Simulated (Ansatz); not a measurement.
Molecule: sum formula SiBrF₂, net charge 0, doublet state. It need not be the lowest isomer of its formula. 
Geometry from a B3LYP-D3(BJ)/def2-TZVP (Ansatz, an electronic-structure program) optimisation:
SMILES: F[Si](F)Br
```xyz
4

Si    -1.0205     0.2091    -0.0849
F     -1.6132    -0.3858     1.2686
F     -1.4826    -0.7715    -1.2519
Br     1.2042     0.2139     0.0297
```
Charge 0, spin multiplicity 2.

Basis-set convergence of Hartree-Fock and CCSD(T) correlation energies (hartree) with Ansatz. Valence correlation only, unless marked. UHF or UKS for open shells. Spin-orbit coupling is left out. Frozen are the shells of the preceding noble gas and the d and f shells that filled before the atom's block. No relativistic terms.

```json
[
 {"basis": "def2-SVP", "functions": "78", "E(HF)": "-3059.78197", "E(corr, CCSD(T))": "-0.58752"},
 {"basis": "def2-TZVPP", "functions": "152", "E(HF)": "-3060.47571", "E(corr, CCSD(T))": "-0.78974"},
 {"basis": "def2-QZVPP", "functions": "273", "E(HF)": "-3060.54450", "E(corr, CCSD(T))": "-0.86468"}
]
```

Extrapolating the two largest sets (X = 3 and 4) as X^-3: E(corr) = (64·(-0.86468) - 27·(-0.78974))/37 = -0.9194 Eh, an estimate of the basis-set limit. The largest set recovers 94.1 % of it, the smallest 63.9 %.
